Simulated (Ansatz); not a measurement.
CH$_{5}$FNSi (`C[Si](N)F`) radical, one more setting.

```yaml
crystal:
  periodic: [false, false, false]
  atoms:
    - {symbol: C, position_ang: [-0.509760, 1.045963, -0.656119]}
    - {symbol: Si, position_ang: [0.772280, -0.273063, -0.330643]}
    - {symbol: N, position_ang: [0.401675, -1.030399, 1.166385]}
    - {symbol: F, position_ang: [0.655391, -1.423630, -1.451456]}
    - {symbol: H, position_ang: [-0.321872, 1.541794, -1.609781]}
    - {symbol: H, position_ang: [-0.488983, 1.804643, 0.130073]}
    - {symbol: H, position_ang: [-1.504877, 0.592025, -0.682904]}
    - {symbol: H, position_ang: [0.170354, -0.454442, 1.961490]}
    - {symbol: H, position_ang: [0.914392, -1.849093, 1.456054]}
basis:
  gaussian: {orbitals: def2-SVP}
magnetization: {spin_polarized: true, initial_magnetization: 1}
hamiltonian: {xc: {name: B97M-V}}
scf: {lower_state_search: light}
```

```sh
$ ansatz run in.yaml --threads 4 --pin off --events-out ev --progress --plain --max-ram 10444MiB
```

It prints (some lines left out):

```
Functional definition: B97M-V
964 factors; their error is unknown
mean field evaluation 1: about -13183.6931 eV, gradient 5.0e1 eV
mean field evaluation 2: about -13163.4165 eV, gradient 7.6e1 eV
mean field evaluation 4: about -13194.1397 eV, gradient 5.0e0 eV
mean field evaluation 8: about -13194.2529 eV, gradient 2.1e-1 eV
mean field evaluation 16: about -13194.1909 eV, gradient 1.8e-4 eV
mean field -13194.19090719 eV, -484.8775724954 hartree, gradient 2.8e-5 eV, S^2 0.751639; 0 other end points of the search recorded, 0 dependent functions left out
reference -13194.19095618 eV, -484.8775742956 hartree; 21, 20 occupied and 64, 65 virtual orbitals, 964 factors
Total energy: -13194.19095618 eV, -484.8775742956 hartree
```

Hardware: 4 threads of an Arm Neoverse V2 on a shared host. Wall time 4.1 s, peak host memory 0.27 GiB.
